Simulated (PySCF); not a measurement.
**What the settings do**

Molecule: SMILES OC/C(C#C)=C\CC, C$_{7}$H$_{10}$O; geometry GFN2-xTB.

Bonds (- single, = double, # triple, : aromatic): C1#C2, C2-C3, C3=C4, C4-C5, C5-C6, C3-C7, C7-O8. C1 carries H9; C4 carries H10; C5 carries H11, H12; C6 carries H13, H14, H15; C7 carries H16, H17; O8 carries H18. Stereochemistry as in C#C/C(=C/CC)CO.

All runs: PySCF, non-relativistic, gas phase unless a solvent (IEF-PCM) is named; grid level 2, GIAOs and SCF threshold 1e-9 unless changed. The yardstick, PBE0/pcSseg-1, gives these isotropic shieldings σ (ppm, equivalent atoms averaged): C4 29.4, H10 24.99, H16/H17 27.26, H9 29.13, H11/H12 29.29, H13/H14/H15 30.69, H18 30.91.

Problem. What do these inputs give? (1) PBE0/3-21G; level_shift 0.1; guess huckel; (2) PBE0/6-31G*; grid level 1; (3) BHandHLYP/ANO-RCC-VDZP; guess huckel; (4) PBE0/IGLO-II; aux def2-universal-jkfit; (5) PBE0/STO-3G; (6) solvent dichloromethane; PBE0/def2-SVP; (7) solvent acetonitrile; WP04/6-31G*

Solution. 
```tsv
run	outcome	functions	wall time	C4	H10	H16/H17	H9	H11/H12	H13/H14/H15	H18
1	converged	92	8.6 s	75.0	26.58	28.58	30.35	30.63	32.02	33.46
2	converged	132	7.9 s	53.0	25.80	28.00	30.11	29.93	31.36	31.99
3	converged	162	39 s	35.8	25.23	27.79	28.61	29.64	30.98	30.27
4	converged	236	25 s	32.8	25.33	27.76	29.76	29.69	31.13	31.36
5	converged	50	4 s	115.1	26.92	30.15	29.84	31.07	32.16	34.43
6	converged	162	16 s	45.1	25.05	27.42	29.18	29.44	30.86	30.82
7	converged	132	13 s	44.6	26.21	28.34	30.19	30.23	31.58	31.22
```

Times are on 1 thread of an Arm Neoverse V2, shared host.

Problem. Comment on the technical settings and failures.

Solution. 
- Run 1: The orbital basis differs from the yardstick's, which in itself moves the values. The starting guess, level shift change the path of the SCF (14 cycles), not the solution, provided the same state is reached. With 92 functions the basis is far too small for magnetic properties.
- Run 2: The orbital basis differs from the yardstick's, which in itself moves the values. Grid level 1 is coarse; it adds numerical noise and can break the equality of equivalent atoms.
- Run 3: The functional and orbital basis differ from the yardstick's, which in itself moves the values. The starting guess changes the path of the SCF (13 cycles), not the solution, provided the same state is reached.
- Run 4: The orbital basis differs from the yardstick's, which in itself moves the values. The other auxiliary basis adds little: it changes only the density-fitting error.
- Run 5: The orbital basis differs from the yardstick's, which in itself moves the values. With 50 functions the basis is far too small for magnetic properties.

Runs 1, 5 were set up unsoundly or failed; their numbers aren't to be quoted as properties of the molecule.
